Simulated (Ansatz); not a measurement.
The molecule LuH, closed-shell singlet (lowest of 2S+1 = 1, 3 at CCSD(T)/def2-TZVPP on PBE0 minima; our sources give no spin for the ground state, which may be another). No spin–orbit coupling.

The constants come from a fifth-degree fit in 1/R (seven points, main isotopes). In def2 and cc sets the state is the lowest found near the PBE0 minimum, followed along R. The singlet is held restricted.

Codes used: Ansatz (a first-principles code).  In def2 rows elements past Kr take small-core potentials, without spin–orbit coupling.

Energies at SVWN5/def2-TZVPP:

| R (Å) | E (hartree) |
|---|---|
| 1.768220 | -1236.32168236 |
| 1.815752 | -1236.32327018 |
| 1.859482 | -1236.32394735 |
| 1.908917 | -1236.32394279 |
| 1.958351 | -1236.32324603 |
| 2.015390 | -1236.32172814 |
| 2.081936 | -1236.31917674 |

**Question.** With a reduced mass of 1.0021 u, find the minimum, the force constant and the constants.

**Answer.** A fifth-degree polynomial in 1/R puts the minimum at r_e = 1.8835 Å with force constant 135 N/m. Then ω_e = (1/2πc)√(k/μ) = 1511 cm⁻¹ and B_e = h/(8π²cμr_e²) = 4.742 cm⁻¹; the cubic and quartic terms give α_e = 0.11 and ω_e x_e = 21 cm⁻¹.
